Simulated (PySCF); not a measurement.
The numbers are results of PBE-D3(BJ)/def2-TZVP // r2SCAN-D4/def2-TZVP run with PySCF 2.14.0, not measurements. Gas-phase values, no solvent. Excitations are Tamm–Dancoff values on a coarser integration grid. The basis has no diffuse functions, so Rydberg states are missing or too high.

Reference species (SMILES): `[H]/B=C1\BO1` (neutral, multiplicity 1).

```yaml
LUMO: -3.25 eV
HOMO–LUMO gap: 2.10 eV
T1 excitation (TDA): 1.66 eV
```

Changed species: `C1B2OB12`.

Give the shifts of the LUMO, HOMO–LUMO gap and T1 excitation (TDA).

the LUMO increases by 0.60 eV, to -2.65 eV; the HOMO–LUMO gap rises by 0.52 eV, to 2.62 eV; the T1 excitation (TDA) decreases by 0.05 eV, to 1.61 eV.
